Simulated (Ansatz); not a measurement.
The first iterations of a band of BClF2H3N + H2O (11 atoms, charge 0, multiplicity 1).

Level of theory: Ansatz 0.2.0, RKS PBE0/def2-SVP.

| Quantity | Value |
| --- | --- |
| movable images | 7 |
| climbing image | from the first iteration |
| spring | 5.0 eV/Å² |
| optimiser | fire |
| start path | through a guess of the saddle point |
| force threshold | 0.05 eV/Å |
| iteration limit | 60 |
| end points | relaxed |

Image 0:

```xyz
11
Properties=species:S:1:pos:R:3
B -0.330 -1.162 0.075
Cl 1.542 -1.348 0.021
F -0.965 -2.230 -0.474
F -0.763 -0.820 1.326
H -0.132 0.930 -0.398
N -0.622 0.124 -0.854
H 1.582 0.923 0.680
O 0.985 1.691 0.730
H -0.255 -0.010 -1.797
H -1.626 0.310 -0.912
H 0.585 1.592 1.603
```

Image 8:

```xyz
11
Properties=species:S:1:pos:R:3
B -0.934 -1.180 -0.153
Cl 2.492 -0.935 0.951
F -0.339 -2.222 -0.698
F -1.401 -1.273 1.082
H 0.332 1.157 -0.116
N -1.095 0.031 -0.875
H 2.000 0.268 0.686
O 1.041 1.620 0.372
H -0.909 0.035 -1.872
H -1.834 0.670 -0.605
H 0.648 1.829 1.228
```

| iteration | highest image above the first end (eV) | largest band force component (eV/Å) |
| --- | --- | --- |
| 1 | 2.097 | 4.753 |
| 2 | 1.618 | 2.177 |
| 3 | 1.424 | 1.581 |
| 4 | 1.314 | 0.981 |
| 5 | 1.248 | 0.853 |
| 6 | 1.177 | 0.571 |
| 7 | 1.157 | 0.753 |
| 8 | 1.139 | 0.395 |
| 9 | 1.134 | 0.358 |
| 10 | 1.129 | 0.293 |
| 11 | 1.126 | 0.211 |
| 12 | 1.123 | 0.166 |
| 13 | 1.119 | 0.157 |
| 14 | 1.118 | 0.140 |

Does the band converge within its limit, and where does its top end?

It converged. It ended after 42 iterations with the highest image 1.109 eV above the first end. Another band between the same ends (7 images) ends at a top of the same energy, where a vibrational analysis finds 1 clearly imaginary mode. The orbitals stay closed-shell, which can raise the energy where a bond breaks towards radicals; this wasn't checked here.

The run took 8.7 min on 2 threads of AMD EPYC 9R14 (Zen 4), on a shared host, peak memory 0.3 GiB.
